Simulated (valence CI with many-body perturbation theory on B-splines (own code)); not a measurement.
## E1 transitions of Eu⁵⁷⁺

Calculated by relativistic CI+MBPT: four valence electrons over a frozen Dirac-Fock core [He], a basis of 11 s, 11 p, 9 d, 7 f, 5 g, 2 h, 1 i functions for each j, with the one-electron correlation potential Σ1, the two-electron term Σ2, the three-electron term Σ3, Breit, model QED; selected CI, second order for the rest (own B-spline code, finite nucleus).

No measured spectrum was set against this ion. As an estimate, large intervals hold to a few tenths of a per cent, small ones and those within an open d or f shell to about a per cent. Among the levels kept, up to 260 cm⁻¹ of a level comes from second order outside the variational space, and about a tenth of that is noise between levels of different J, which matters for small intervals.

Lines 101 to 150 of 251 in falling wavelength, among levels below 68633 × 10³ cm⁻¹, chosen from the strongest by gf and those to the six lowest levels. Wavelengths and rates use the calculated energies. Electric multipoles are in the length gauge, E1 and E2 with the static RPA response of the core. Weak lines are less certain than strong ones. Lines between different terms over intervals too small for the method are left out, as are lines whose strength nearly cancels. The highest levels of a list are the least certain.

Levels are named by their leading jj configuration (3d3/2^4 stands for four electrons in 3d with j = 3/2), which in mixed levels can hold well under half, so a name can repeat and another be missing. Letters in brackets count levels of one name in rising energy.

```csv
λ vac (nm),Upper,Lower,A (s⁻¹),S (a.u.)
0.1910,(2s^2 2p3/2 3s) J=1,(2s^2 2p3/2^2) J=2,8.88e+13,9.15e-04
0.1895,(2s^2 2p1/2 3p3/2) J=1,(2s 2p1/2^2 2p3/2) J=2,3.26e+12,3.28e-05
0.1841,(2s 2p1/2^2 3d3/2) J=1,(2s 2p1/2^2 2p3/2) J=1,9.20e+13,8.50e-04
0.1839,(2s 2p1/2^2 3d3/2) J=2,(2s 2p1/2^2 2p3/2) J=1,1.09e+12,1.68e-05
0.1833,(2s 2p1/2 2p3/2 3d5/2) J=2,(2s 2p1/2 2p3/2^2) J=1 [a],7.32e+13,1.11e-03
0.1830,(2s 2p1/2 2p3/2 3p1/2) J=2 [b],(2s^2 2p3/2^2) J=2,8.04e+11,1.22e-05
0.1826,(2s 2p1/2 2p3/2 3d3/2) J=1 [c],(2s 2p1/2 2p3/2^2) J=1 [b],1.10e+14,9.96e-04
0.1825,(2s 2p1/2 2p3/2 3d5/2) J=3 [b],(2s 2p1/2 2p3/2^2) J=2 [b],6.32e+13,1.33e-03
0.1825,(2s 2p1/2 2p3/2 3d5/2) J=1 [b],(2s 2p1/2 2p3/2^2) J=1 [b],1.61e+14,1.45e-03
0.1824,(2s 2p1/2 2p3/2 3d5/2) J=1 [a],(2s 2p1/2 2p3/2^2) J=0,2.87e+14,2.58e-03
0.1824,(2s 2p1/2 2p3/2 3d3/2) J=2 [d],(2s 2p1/2 2p3/2^2) J=1 [b],1.07e+14,1.60e-03
0.1823,(2s 2p1/2 2p3/2 3d3/2) J=2 [a],(2s 2p1/2 2p3/2^2) J=2 [a],6.29e+13,9.40e-04
0.1823,(2s 2p1/2 2p3/2 3p1/2) J=1 [b],(2s^2 2p3/2^2) J=2,2.01e+12,1.80e-05
0.1823,(2s 2p1/2 2p3/2 3d3/2) J=2 [d],(2s 2p1/2 2p3/2^2) J=2 [b],1.75e+14,2.61e-03
0.1822,(2s 2p1/2 2p3/2 3d3/2) J=1 [a],(2s 2p1/2 2p3/2^2) J=2 [a],9.68e+13,8.67e-04
0.1822,(2s 2p1/2 2p3/2 3d3/2) J=0 [b],(2s 2p1/2 2p3/2^2) J=1 [b],4.27e+14,1.27e-03
0.1822,(2s 2p1/2 2p3/2 3d3/2) J=2 [e],(2s 2p1/2 2p3/2^2) J=1 [b],1.05e+14,1.56e-03
0.1821,(2s 2p1/2 2p3/2 3d3/2) J=3 [b],(2s 2p1/2 2p3/2^2) J=3,3.94e+13,8.24e-04
0.1821,(2s 2p1/2^2 3d3/2) J=1,(2s 2p1/2^2 2p3/2) J=2,2.25e+13,2.01e-04
0.1821,(2s 2p1/2 2p3/2 3d3/2) J=2 [e],(2s 2p1/2 2p3/2^2) J=2 [b],1.81e+14,2.70e-03
0.1820,(2s^2 2p1/2 3d3/2) J=2,(2s^2 2p1/2 2p3/2) J=2,1.23e+14,1.83e-03
0.1820,(2s 2p1/2^2 3d3/2) J=2,(2s 2p1/2^2 2p3/2) J=2,1.51e+14,2.24e-03
0.1820,(2s 2p1/2 2p3/2 3d5/2) J=1 [c],(2s 2p1/2 2p3/2^2) J=1 [b],3.70e+14,3.30e-03
0.1819,(2s 2p1/2^2 3d5/2) J=2,(2s 2p1/2^2 2p3/2) J=1,6.71e+14,9.96e-03
0.1819,(2s 2p1/2 2p3/2 3d5/2) J=0,(2s 2p1/2 2p3/2^2) J=1 [b],4.21e+14,1.25e-03
0.1819,(2s 2p1/2 2p3/2 3d5/2) J=1 [c],(2s 2p1/2 2p3/2^2) J=2 [b],1.71e+14,1.52e-03
0.1816,(2s 2p1/2 2p3/2 3d5/2) J=1 [b],(2s 2p1/2 2p3/2^2) J=0,2.39e+14,2.12e-03
0.1816,(2s^2 2p1/2 3d3/2) J=2,(2s^2 2p1/2 2p3/2) J=1,1.30e+13,1.93e-04
0.1814,(2s^2 2p1/2 3d3/2) J=1,(2s^2 2p1/2 2p3/2) J=2,2.05e+13,1.81e-04
0.1813,(2s^2 2p3/2 3d3/2) J=2,(2s^2 2p3/2^2) J=2,4.83e+13,7.10e-04
0.1812,(2s 2p1/2 2p3/2 3p1/2) J=1 [c],(2s^2 2p3/2^2) J=2,1.60e+12,1.41e-05
0.1812,(2s^2 2p3/2 3d3/2) J=3,(2s^2 2p3/2^2) J=2,2.72e+12,5.58e-05
0.1811,(2s^2 2p3/2 3d3/2) J=1,(2s^2 2p3/2^2) J=2,1.48e+14,1.30e-03
0.1810,(2s 2p1/2 2p3/2 3d3/2) J=2 [c],(2s 2p1/2 2p3/2^2) J=3,7.97e+13,1.16e-03
0.1809,(2s^2 2p1/2 3d3/2) J=1,(2s^2 2p1/2 2p3/2) J=1,1.20e+14,1.05e-03
0.1806,(2s^2 2p3/2 3d5/2) J=1,(2s^2 2p3/2^2) J=0,5.29e+14,4.61e-03
0.1805,(2s 2p1/2 2p3/2 3d5/2) J=3 [b],(2s 2p1/2 2p3/2^2) J=3,5.92e+14,1.20e-02
0.1805,(2s 2p1/2 2p3/2 3p3/2) J=1 [a],(2s^2 2p3/2^2) J=0,2.86e+14,2.49e-03
0.1805,(2s 2p1/2 2p3/2 3d5/2) J=2,(2s 2p1/2 2p3/2^2) J=2 [a],4.45e+14,6.45e-03
0.1804,(2s 2p1/2^2 3d5/2) J=3,(2s 2p1/2^2 2p3/2) J=2,7.50e+14,1.52e-02
0.1804,(2s 2p1/2 2p3/2 3d5/2) J=4 [b],(2s 2p1/2 2p3/2^2) J=3,9.94e+14,2.59e-02
0.1802,(2s 2p1/2 2p3/2 3d3/2) J=2 [d],(2s 2p1/2 2p3/2^2) J=3,6.12e+13,8.85e-04
0.1802,(2s^2 2p1/2 3d5/2) J=2,(2s^2 2p1/2 2p3/2) J=2,8.36e+13,1.21e-03
0.1802,(2s 2p1/2 2p3/2 3d5/2) J=3 [a],(2s 2p1/2 2p3/2^2) J=2 [a],1.01e+15,2.05e-02
0.1801,(2s^2 2p1/2 3d5/2) J=3,(2s^2 2p1/2 2p3/2) J=2,7.54e+14,1.52e-02
0.1800,(2s 2p1/2^2 3d5/2) J=2,(2s 2p1/2^2 2p3/2) J=2,4.59e+13,6.61e-04
0.1799,(2s^2 2p3/2 3d5/2) J=2,(2s^2 2p3/2^2) J=2,6.02e+14,8.65e-03
0.1799,(2s 2p1/2 2p3/2 3d3/2) J=2 [c],(2s 2p1/2 2p3/2^2) J=2 [a],6.38e+13,9.16e-04
0.1798,(2s^2 2p1/2 3d5/2) J=2,(2s^2 2p1/2 2p3/2) J=1,7.09e+14,1.02e-02
0.1795,(2s^2 2p3/2 3d5/2) J=3,(2s^2 2p3/2^2) J=2,1.07e+15,2.14e-02
```
